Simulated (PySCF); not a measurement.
**Finite-field polarisability of I- (iodine, charge -1)**

[Xe], closed-shell 1S. All numbers are calculated (PySCF 2.14, the spin-free X2C one-electron Hamiltonian (Gaussian nucleus), in x2c-QZVPPall with one added diffuse shell each of s, p, d, f type (14s10p8d5f1g, 128 functions)). Frozen: [Kr] 4d10. Energy changes in a uniform field (μhartree):

```csv
axis,F (au),HF,MP2,CCSD,CCSD(T)
x,0.0018,-100.753,-109.076,-106.249,-109.001
x,0.0036,-403.494,-436.966,-425.592,-436.673
```

Derive α along x at CCSD(T) from the two fields.

With ΔE = −αF²/2 − γF⁴/24, α = −(16 ΔE(F) − ΔE(2F))/(6F²) = 67.25 bohr³.

And the mean polarisability at each level?

HF 62.17, MP2 67.30, CCSD 65.56, CCSD(T) 67.25 bohr³.

The polarisability of an anion needs two sets of diffuse s and p functions; this basis lacks them, so these values show the method and not the converged property.
